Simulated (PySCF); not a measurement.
Compound: C₅H₆F₂O.
Z-matrix (Å and degrees, PBE0-D3(BJ)/def2-SVP geometry), rows numbered from 1:
```
C 
C   1  1.5032
C   2  1.4968  1  121.34
C   3  1.5018  2   60.51  1  -107.08
F   4  1.3490  2  117.51  3  -107.27
C   4  1.4801  2  120.40  3   110.37
O   6  1.1804  4  127.94  2   143.33
F   6  1.3457  4  110.42  2   -36.51
H   1  1.0986  2  111.25  3    34.34
H   1  1.1004  2  110.34  3   -85.85
H   1  1.1002  2  111.00  3   154.42
H   2  1.0945  1  115.79  3   148.47
H   3  1.0918  2  119.64  4  -107.87
H   3  1.0935  2  117.23  4   103.16
```

Definitions: NICS(0) = −σiso at the ring centroid; NICS(1) = −σiso and NICS(1)zz = −σzz at ±1 Å along the ring normal z. Level: GIAO PBE/pcSseg-1 (PySCF, non-relativistic, gas phase) on the PBE0-D3(BJ)/def2-SVP geometry, one conformer.

Ring bond lengths (Å): C2–C3 1.497, C3–C4 1.502, C4–C2 1.511.

**Question.** Give the NICS values of each ring in ppm.

**Answer.** 
```csv
ring,type,NICS(0),"NICS(1), two faces","NICS(1)zz, two faces",rms pucker (Å),"centre to ring atoms, mean (Å)"
C2–C3–C4,3-membered carbocycle; formal bonds all single,-38.8,-6.4 / -8.8,-14.3 / -25.9,0.00,0.87
```

**Question.** What do they say, and how far can they be read as aromaticity?

**Answer.** 
- C2–C3–C4: mean NICS(1)zz -20.1 ppm, shielded. C2, C3, C4 have four or more neighbours; no verdict on aromaticity is drawn. A hydrogen on C2, outside the ring, lies only 1.40 Å from a NICS(1) probe, which then mostly feels that atom. The two faces differ by 11.6 ppm, so no symmetry operation interchanges them. NICS(0) lies 31 ppm below the mean NICS(1).

**Question.** At the first NICS(1) probe listed for ring C2–C3–C4, 1 Å off the ring, how large is the induced field along the normal in 11.7 T applied along it?

**Answer.** NICSzz × B0 = -14.3 ppm × 11.7 T = -167 μT, against the applied field.

**Question.** Give the inner angles of the rings.

**Answer.** 
- C2–C3–C4: C2 59.9°, C3 60.5°, C4 59.6°; sum 180.0° against 180° for a flat convex ring.

**Question.** How shielded are the nuclei of the rings and their hydrogens (means over atoms taken as equivalent)?

**Answer.** 
```json
{"atoms": "C2", "environment": "three-membered-ring carbon", "σ isotropic (ppm)": "153.0"}
{"atoms": "C3", "environment": "three-membered-ring carbon", "σ isotropic (ppm)": "154.4"}
{"atoms": "C4", "environment": "sp3 C–F carbon", "σ isotropic (ppm)": "102.5"}
{"atoms": "H12", "environment": "methine hydrogen", "σ isotropic (ppm)": "29.63"}
{"atoms": "H13", "environment": "methylene hydrogen", "σ isotropic (ppm)": "29.67"}
{"atoms": "H14", "environment": "methylene hydrogen", "σ isotropic (ppm)": "30.26"}
```

**Question.** How do the values depend on the level or the medium?

**Answer.** 
```csv
level,"NICS(0), C2–C3–C4","mean NICS(1)zz, C2–C3–C4"
"PBE/pcSseg-1, gas",-38.8,-20.1
"PBE0/pcSseg-1, gas",-39.3,-20.8
"PBE0/pcSseg-1, IEF-PCM cyclohexane",-39.4,-20.8
"PBE0/pcSseg-1, IEF-PCM tetrahydrofuran",-39.5,-20.8
```

The geometry is the same throughout; the continuum's cavity takes Bondi-type radii × 1.2.
